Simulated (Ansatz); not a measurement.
```yaml
crystal:
  periodic: [false, false, false]
  atoms:
    - {symbol: C, position_ang: [-1.153795, 0.535968, 1.074825]}
    - {symbol: Si, position_ang: [0.151218, -0.122363, -0.085728]}
    - {symbol: N, position_ang: [1.654850, 0.079311, 0.708203]}
    - {symbol: Al, position_ang: [-0.189372, -1.425113, -1.994756]}
    - {symbol: Se, position_ang: [-0.103027, 0.857553, -2.247421]}
    - {symbol: H, position_ang: [-0.944652, 1.581299, 1.322015]}
    - {symbol: H, position_ang: [-1.169913, -0.041624, 2.002215]}
    - {symbol: H, position_ang: [-2.139935, 0.490551, 0.611932]}
    - {symbol: H, position_ang: [1.806385, 0.877001, 1.306624]}
    - {symbol: H, position_ang: [2.512947, -0.223226, 0.277721]}
    - {symbol: H, position_ang: [-0.359309, -2.666356, -2.955030]}
basis:
  gaussian: {orbitals: ANO-RCC-VTZP}
magnetization: {spin_polarized: true, initial_magnetization: 1}
hamiltonian: {xc: {name: LC-wPBE}}
scf: {lower_state_search: light}
output: {forces: true}
```

```sh
$ ansatz run in.yaml --threads 4 --pin off --events-out ev --progress --plain --max-ram 10444MiB
```

Question: How does Ansatz answer? (Best estimate.)

Answer: The calculation gave: The program refused the input.
```
Error: a molecule whose nuclei and cores have a total charge of 80 cannot have a net charge of 0 together with 1 unpaired electrons
```
